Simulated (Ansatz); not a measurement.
Consider the homolysis of the F–Si bond: `F[SiH2][SiH2]Cl` → F• + `[SiH2][SiH2]Cl`•.

Computed with Ansatz on PBE0-D4/def2-TZVP structures; ΔE is electronic, products minus reactants. CBS: MP2 limit from def2 TZ/QZ plus the TZ coupled-cluster correction, frozen cores. This one scheme is used for every species, atoms too. No spin–orbit coupling; open shells (•) take unrestricted orbitals. Spin–orbit coupling would lower the free atoms: a little for F. Each species was taken in one conformer, which may not be the lowest.

```csv
species,MP2/def2-TZVPP energy (Eh)
`F[SiH2][SiH2]Cl`,-1140.00554
F•,-99.60959
`[SiH2][SiH2]Cl`•,-1040.15345
```

Work out ΔE.

ΔE = (-99.60959) + (-1040.15345) − (-1140.00554) = 0.24250 Eh = +6.60 eV. CCSD(T)/CBS gives +6.48 eV.

Largest T1 diagnostic among the species: 0.013.

In def2-TZVPP, CCSD(T) changes the Hartree–Fock value by +1.47 eV (the triples alone add +0.09 eV) and MP2 by +1.82 eV; breaking electron pairs costs correlation energy, which Hartree–Fock lacks. From PBE to PBE0 (25 % exact exchange), in def2-TZVPP and without D4, ΔE moves by −0.19 eV: exact exchange takes away binding that semilocal exchange gives to molecules.
